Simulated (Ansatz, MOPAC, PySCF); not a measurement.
Complex: H2S (SMILES S) (first 3 atoms) with GeH4 (SMILES [GeH4]); geometry from B3LYP-D3(BJ)/def2-TZVP.
(charge 0, multiplicity 1):
```xyz
8

S      0.156    -0.375    -0.314
H      0.278    -1.634     0.138
H     -1.172    -0.372    -0.119
Ge    -0.010     0.188     3.500
H     -0.138     0.339     5.027
H     -1.017    -0.868     3.021
H      1.415    -0.263     3.153
H     -0.315     1.534     2.829
```

Monomers are frozen at their geometry in the pair; levels with a basis set take the counterpoise correction.

Frozen-core correlation. Filled d and f shells under p-block atoms count as core. The state that PM3 reach isn't checked.

Run with Ansatz (Gaussian orbitals); MOPAC for PM3 (differences of heats of formation); PySCF for the dispersion terms. Values without a source in brackets are computed.

Task: One of these levels gives -0.99 kcal/mol for the interaction energy. Which one is it?
A. PM3
B. revPBE-D4/def2-TZVPPD
C. CCSD/def2-TZVPPD

Result: B, revPBE-D4/def2-TZVPPD. The others give 0.99 (PM3), -0.62 (CCSD/def2-TZVPPD)

Ansatz is a quantum-chemistry and plane-wave program.
